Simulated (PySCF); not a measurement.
BiCl2, charge +1, singlet, at a GFN2-xTB geometry (such geometries of metal compounds can be far from the true shape) (core potentials on Bi); SCAN/def2-SVP run with PySCF.

Here is a job for PySCF.
```python
from pyscf import gto, scf, dft

mol = gto.M(
    atom='''
Bi    0.310976   -0.028722    0.362210
Cl    0.558682    0.400373   -1.989456
Cl   -2.076977   -0.260142    0.221021
''',
    basis='def2-svp',
    ecp={'Bi': 'def2-svp'},
    charge=1,
    spin=0,
    verbose=4,
)

mf = dft.RKS(mol)
mf.xc = 'scan'
mf.kernel()
```

**Question.** Predict the main parts of the log of this PySCF run.

**Answer.** 
```
PySCF version 2.14.0

[INPUT] verbose = 4
[INPUT] num. atoms = 3
[INPUT] num. electrons = 56
[INPUT] charge = 1
[INPUT] spin (= nelec alpha-beta = 2S) = 0
[INPUT] symmetry False subgroup None
[INPUT] Mole.unit = angstrom
[INPUT] Symbol           X                Y                Z      unit          X                Y                Z       unit  Magmom
[INPUT]  1 Bi     0.310976000000  -0.028722000000   0.362210000000 AA    0.587659471313  -0.054276713750   0.684477699579 Bohr   0.0
[INPUT]  2 Cl     0.558682000000   0.400373000000  -1.989456000000 AA    1.055755970724   0.756595317670  -3.759526976873 Bohr   0.0
[INPUT]  3 Cl    -2.076977000000  -0.260142000000   0.221021000000 AA   -3.924917697021  -0.491597133497   0.417669157777 Bohr   0.0

nuclear repulsion = 215.848145097493
number of shells = 26
number of NR pGTOs = 133
number of NR cGTOs = 62
basis = def2-svp
ecp = {'Bi': 'def2-svp'}

******** <class 'pyscf.dft.rks.RKS'> ********
method = RKS
initial guess = minao
damping factor = 0
level_shift factor = 0
DIIS = <class 'pyscf.scf.diis.CDIIS'>
diis_start_cycle = 1
diis_space = 8
diis_damp = 0
SCF conv_tol = 1e-09
SCF conv_tol_grad = None
SCF max_cycles = 50
direct_scf = True
direct_scf_tol = 1e-13
XC library pyscf.dft.libxc version 7.1.2
    S. Lehtola, C. Steigemann, M. J. T. Oliveira, and M. A. L. Marques,  SoftwareX 7, 1–5 (2018)
XC functionals = scan
    J. Sun, A. Ruzsinszky, and J. P. Perdew,  Phys. Rev. Lett. 115, 036402 (2015)
    J. Sun, A. Ruzsinszky, and J. P. Perdew,  Phys. Rev. Lett. 115, 036402 (2015)
radial grids:
    Treutler-Ahlrichs [JCP 102, 346 (1995); DOI:10.1063/1.469408] (M4) radial grids

becke partition: Becke, JCP 88, 2547 (1988); DOI:10.1063/1.454033
pruning grids: <function nwchem_prune>
grids dens level: 3
symmetrized grids: False
atomic radii adjust function: <function treutler_atomic_radii_adjust>
small_rho_cutoff = 0
Set gradient conv threshold to 3.16228e-05
Initial guess from minao.
tot grids = 61208
init E= -1108.60737322392
  HOMO = -0.672380531364732  LUMO = -0.665777088666957  gap/eV = 0.17969
cycle= 1 E= -1132.2489281569  delta_E= -23.6  |g|= 2.66  |ddm|= 13.3
  HOMO = -0.190079546735817  LUMO = -0.0243206769992039  gap/eV = 4.51053
cycle= 2 E= -1130.5367389638  delta_E= 1.71  |g|= 4.15  |ddm|= 8.72
  HOMO = -0.495225269742892  LUMO = -0.268728511825856  gap/eV = 6.16329
cycle= 3 E= -1134.3082028292  delta_E= -3.77  |g|= 0.885  |ddm|= 4.77
  HOMO = -0.449774566466035  LUMO = -0.397652601398749  gap/eV = 1.41831
cycle= 4 E= -1134.53684433541  delta_E= -0.229  |g|= 0.574  |ddm|= 2.12
  HOMO = -0.499735867682221  LUMO = -0.408810591522588  gap/eV = 2.47420
cycle= 5 E= -1134.65323342378  delta_E= -0.116  |g|= 0.051  |ddm|= 0.733
  HOMO = -0.490489086422372  LUMO = -0.405301815164385  gap/eV = 2.31806
cycle= 6 E= -1134.65342052709  delta_E= -0.000187  |g|= 0.0395  |ddm|= 0.124
  HOMO = -0.493674814253842  LUMO = -0.405699009636628  gap/eV = 2.39394
cycle= 7 E= -1134.65395003391  delta_E= -0.00053  |g|= 0.0105  |ddm|= 0.0445
  HOMO = -0.49419709839529  LUMO = -0.40533147524593  gap/eV = 2.41816
cycle= 8 E= -1134.65398619706  delta_E= -3.62e-05  |g|= 0.0042  |ddm|= 0.0161
  HOMO = -0.494233096562341  LUMO = -0.405305279468045  gap/eV = 2.41985
cycle= 9 E= -1134.65399326963  delta_E= -7.07e-06  |g|= 0.000529  |ddm|= 0.00706
  HOMO = -0.494239895800158  LUMO = -0.405290442296817  gap/eV = 2.42044
cycle= 10 E= -1134.65399338578  delta_E= -1.16e-07  |g|= 9.34e-05  |ddm|= 0.00108
  HOMO = -0.494239451052231  LUMO = -0.405287804337057  gap/eV = 2.42050
cycle= 11 E= -1134.65399338769  delta_E= -1.91e-09  |g|= 3.94e-05  |ddm|= 0.000215
  HOMO = -0.494237012772833  LUMO = -0.405289285547326  gap/eV = 2.42039
cycle= 12 E= -1134.6539933883  delta_E= -6.08e-10  |g|= 4.85e-06  |ddm|= 5.61e-05
  HOMO = -0.494237121102982  LUMO = -0.405289706469098  gap/eV = 2.42038
Extra cycle  E= -1134.6539933883  delta_E= 3.41e-12  |g|= 4.8e-06  |ddm|= 1.02e-05
converged SCF energy = -1134.6539933883
```
